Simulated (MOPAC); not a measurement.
Job for MOPAC: PM6 on NiH, 2S+1 = 2, a spin state set in the input, which need not be the lowest, a point of a bond scan (R = 1.440 Å).

```
PM6 1SCF PRECISE CHARGE=0 UHF MS=0.5 THREADS=1
HNi

Ni     0.00000000 1     0.00000000 1     0.00000000 1
H      0.00000000 1     0.00000000 1     1.44003100 1
```

Program output:

```
*******************************************************************************
 **                                                                           **
 **                              MOPAC v23.2.5                                **
 **                                                                           **
 *******************************************************************************
 ** MOPAC's Digital Object Identifier: https://doi.org/10.5281/zenodo.6511958 **
 **                                                                           **
 ** Please cite the open-source release paper for use of this MOPAC version:  **
 ** J. E. Moussa and J. J. P. Stewart (2026)                                  **
 ** MOPAC: An open-source semiempirical molecular orbital program             **
 ** J. Open Source Softw., 11(119), 8025, https://doi.org/10.21105/joss.08025 **
 *******************************************************************************

                              PM6 CALCULATION RESULTS

 *******************************************************************************
 *  PM6        - The PM6 Hamiltonian to be used
 *  UHF        - UNRESTRICTED HARTREE-FOCK CALCULATION
 *
 *
 *
 *                 CHARGE ON SYSTEM = 0
 *
 *
 *
 *  MS=        - IN MECI, MAGNETIC COMPONENT OF SPIN =  0.5
 *  PRECISE    - TIGHTER CRITERIA TO BE USED
 *  1SCF       - DO 1 SCF AND THEN STOP
 *  THREADS=1  - MULTI-THREADING NOT USED
 *  T=         - A TIME OF 172800.0 SECONDS REQUESTED
 *  DUMP=N     - RESTART FILE WRITTEN EVERY 7200.0 SECONDS REQUESTED
 *******************************************************************************
PM6 1SCF PRECISE CHARGE=0 UHF MS=0.5 THREADS=1
 HNi

   ATOM   CHEMICAL          X               Y               Z
  NUMBER   SYMBOL      (ANGSTROMS)     (ANGSTROMS)     (ANGSTROMS)

     1      Ni          0.00000000  *   0.00000000  *   0.00000000  *
     2       H          0.00000000  *   0.00000000  *   1.44003100  *



          CARTESIAN COORDINATES

    NO.       ATOM           X           Y           Z

     1        Ni          0.0000      0.0000      0.0000
     2         H          0.0000      0.0000      1.4400

 General Reference for PM6:
 "Optimization of Parameters for Semiempirical Methods V: Modification of NDDO Approximations
 and Application to 70 Elements", J. J. P. Stewart, J. Mol. Mod., 13, 1173-1213 (2007)
 URL: https://link.springer.com/article/10.1007/s00894-007-0233-4

           Empirical Formula: H Ni  =     2 atoms



      MOLECULAR POINT GROUP   :   C*v


          UHF CALCULATION, NO. OF ALPHA ELECTRONS =    6
                           NO. OF BETA  ELECTRONS =    5

 -------------------------------------------------------------------------------
 PM6 1SCF PRECISE CHARGE=0 UHF MS=0.5 THREADS=1
 HNi



     1SCF WAS SPECIFIED, SO BFGS WAS NOT USED
     SCF FIELD WAS ACHIEVED


                              PM6 CALCULATION
                                                       MOPAC v23.2.5 Linux




          FINAL HEAT OF FORMATION =        110.64237 KCAL/MOL =     462.92767 KJ/MOL


          COSMO AREA              =         50.12 SQUARE ANGSTROMS
          COSMO VOLUME            =         32.43 CUBIC ANGSTROMS

          IONIZATION POTENTIAL    =          8.504037 EV
          ALPHA SOMO LUMO (EV)    =         -9.132  2.244
          BETA  SOMO LUMO (EV)    =         -8.504 -0.681
          NO. OF ALPHA ELECTRONS  =          6
          NO. OF BETA  ELECTRONS  =          5
          MOLECULAR WEIGHT        =         59.7179         POINT GROUP:  C*v

          MOLECULAR DIMENSIONS (Angstroms)

            Atom       Atom       Distance
            H     2   Ni     1     1.44003
            H     2   Ni     1     0.00000
           Ni     1    H     2     0.00000


          SCF CALCULATIONS        =          1





   ATOM   CHEMICAL          X               Y               Z
  NUMBER   SYMBOL      (ANGSTROMS)     (ANGSTROMS)     (ANGSTROMS)

     1      Ni          0.00000000  *   0.00000000  *   0.00000000  *
     2       H          0.00000000  *   0.00000000  *   1.44003100  *

                             CARTESIAN COORDINATES

   1   Ni        0.000000000     0.000000000     0.000000000
   2    H        0.000000000     0.000000000     1.440031000


           Empirical Formula: H Ni  =     2 atoms



      MOLECULAR POINT GROUP   :   C*v


          ALPHA EIGENVALUES
 -12.87687  -9.62742  -9.62742  -9.19907  -9.19907  -9.13219   2.24385  15.10080
  15.10080  16.37043


           BETA EIGENVALUES
 -12.22366  -9.30651  -9.30651  -8.50404  -8.50404  -0.68121   2.83469  15.51307
  15.51307  16.54054


              NET ATOMIC CHARGES AND DIPOLE CONTRIBUTIONS

  ATOM NO.   TYPE          CHARGE      No. of ELECS.   s-Pop       p-Pop       d-Pop
    1         Ni          -0.176754       10.1768     1.14780     0.03483     8.99412
    2          H           0.176754        0.8232     0.82325
 DIPOLE           X         Y         Z       TOTAL
 POINT-CHG.     0.000     0.000     1.223     1.223
 HYBRID         0.000     0.000    -1.382     1.382
 SUM            0.000     0.000    -0.159     0.159


          ATOMIC ORBITAL ELECTRON POPULATIONS

     Atom    s        px        py        pz      x^2-y^2     xz        z^2       yz        xy
    1 Ni   1.14780   0.00001   0.00001   0.03482   2.00000   1.99999   0.99413   1.99999   2.00000
    2  H   0.82325


                    (SZ)    =    0.500000
                    (S**2)  =    0.756832


          ATOMIC ORBITAL SPIN POPULATIONS

    Atom   Total    s     px     py     pz   x^2-y^2  xz     z^2    yz     xy
         Atomic
    1 Ni  1.0768  0.201 -0.000 -0.000 -0.004 -0.000  0.000  0.879  0.000  0.000
    2  H -0.0768 -0.077

 **********************
 *                    *
 * JOB ENDED NORMALLY *
 *                    *
 **********************




 == MOPAC DONE ==
```

The run finished.

Cost: around 0.020 core-seconds (rough).
